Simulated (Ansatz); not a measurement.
Reaction (substitution at a C–Ga bond): `C=[N][GaH][CH3]` + `C=C=N` → `C=C=NC` + `C=[N][GaH2]`

Computed with Ansatz on PBE0-D4/def2-TZVP structures; ΔE is electronic, products minus reactants. CCSD(T)/CBS adds triple-zeta CCSD(T) − MP2 to the extrapolated MP2 energy (def2 sets, frozen cores). This one scheme is used for every species. DFT in def2-TZVPP. B3LYP here is the variant with VWN-RPA as its local correlation; programs differ in this. For Ga outer-core shells are correlated without core-valence functions, which leaves a few kJ/mol of doubt a bond. Scalar relativity is left out up to krypton. Each species was taken in one conformer, which may not be the lowest.

```tsv
level	ΔE (kJ/mol)	difference from CCSD(T)/CBS
PBE-D4	52.4	-8.1
r2SCAN-D4	55.5	-5.0
PBE0-D4	53.7	-6.8
B3LYP-D4	51.3	-9.2
ωB97X-V	52.6	-7.9
ωB97M-V	56.5	-4.0
B2PLYP	53.6	-6.9
PBE	52.1	-8.4
r2SCAN	55.4	-5.1
PBE0	53.3	-7.2
B3LYP	50.6	-9.9
HF/def2-TZVPP	46.3	-14.2
MP2/def2-TZVPP	60.2	-0.3
SCS-MP2/def2-TZVPP	55.4	-5.1
CCSD/def2-TZVPP	57.6	-2.9
CCSD(T)/def2-TZVPP	57.9	-2.6
HF/def2-QZVPP	45.2	-15.3
MP2/def2-QZVPP	61.3	0.8
SCS-MP2/def2-QZVPP	56.4	-4.1
HF/CBS(def2)	45.1	-15.4
MP2/CBS(def2)	62.8	2.3
CCSD/CBS(def2)	60.2	-0.3
CCSD(T)/CBS	60.5	0
```

Largest T1 diagnostic among the species: 0.017.

In def2-TZVPP, CCSD(T) changes the Hartree–Fock value by +11.6 kJ/mol (the triples alone add +0.3 kJ/mol) and MP2 by +13.9 kJ/mol.
